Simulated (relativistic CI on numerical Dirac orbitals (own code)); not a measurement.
# What each ingredient does to the levels of Sn34+

Base calculation: Dirac-Coulomb-Breit CI, orbitals from a KLI potential per configuration, model QED, unscaled Slater integrals.

Configuration list (outside the closed core [Ne]): 3s2.3p4, 3s.3p5, 3s2.3p3.3d, 3p6, 3s.3p4.3d, 3p5.3d, 3s.3p3.3d2, 3s2.3p2.3d.4p, 3p5.4s, 3s.3p3.3d.4s, 3p5.4p, 3s2.3p3.4s, 3s2.3p3.4p, 3s2.3p3.4d, 3p4.3d.4p, 3s.3p4.4s, 3s2.3p3.4f, 3s.3p4.4p, 3s.3p4.4d, 3s.3p4.4f, 3s2.3p3.5s, 3s2.3p3.5p, 3s2.3p2.4s.4p, 3s2.3p3.5d, 3s2.3p3.5f, 3s2.3p3.5g, 3s.3p3.4s2, 3s.3p4.5s, 3s2.3p2.3d2, 3s2.3p.3d3, 3s.3p2.3d3, 3s2.3p.3d2.4s, 3s2.3p.3d2.4p, 3s2.3p.3d2.4d, 3p4.3d2, 3p3.3d3, 3p3.3d2.4s, 3p3.3d2.4p, 3p3.3d2.4d, 3s2.3p2.3d.4s, 3s.3p2.3d2.4s, 3s2.3p.3d.4s2, 3s2.3p.3d.4s.4p, 3s2.3p.3d.4s.4d, 3p4.3d.4s, 3p3.3d.4s2, 3p3.3d.4s.4p, 3p3.3d.4s.4d, 3s2.3p2.4s2, 3s.3p2.3d.4s2, 3s2.3p.4s2.4p, 3s2.3p.4s2.4d, 3s2.3p2.4p2, 3s2.3p.3d.4p2, 3s.3p2.3d.4p2, 3s2.3p.4s.4p2, 3s2.3p.4p3, 3s2.3p.4p2.4d, 3s.3p3.4s.4p, 3s.3p2.3d.4s.4p, 3s.3p2.4s2.4p, 3s.3p2.4s.4p2, 3s.3p2.4s.4p.4d. Double excitations out of closed p, d and f shells are left out; levels of such configurations are missing from the list, as are those of other unlisted configurations, and high levels can miss mixing partners. These lack a partner that the ground configuration has and come out too high: 3s2.3p3.4f, 3s.3p4.4p, 3s.3p4.4d, 3s.3p4.4f, 3s2.3p3.5s.

The lowest level and the first level of each name with at least 55 % of one term (blank where a level has no safe partner in the second run):

```csv
Level,Base (cm⁻¹),Shift (cm⁻¹)
3s2.3p4 3P_2,0,0
3s2.3p4 1S_0,92700,+6904
3s2.3p4 3P_1,418757,+2755
3s2.3p4 1D_2,471143,+5697
3s2.3p4 3P_0,928942,+15527
3s2.3p3.3d 3D°_1,1438006,-31836
3s2.3p3.3d 3G°_4,1600458,-17796
3s2.3p3.3d 3D°_3,1607197,-14079
3s2.3p3.3d 3F°_4,1679084,-14843
3s2.3p3.3d 3G°_5,1698976,-18071
3s.3p4.3d 5F_5,2401685,-3084
```

At this charge energies of transitions that change n are usually good to better than 1 %, and those within a shell (Δn = 0) to a few per cent.

One thing was changed in a second run, which moved the levels as shown. Which?
A. P86 correlation estimate
B. Breit term removed
C. configuration mixing switched off
D. QED terms removed
E. one mean potential for all configurations

C. Configuration mixing switched off. Without mixing, levels that were pushed by configurations of the same parity and J return to their single-configuration places.

LS names give the leading component of a level, which can be under half, so a name can repeat, a term be missing and a line seem to break the LS rules.
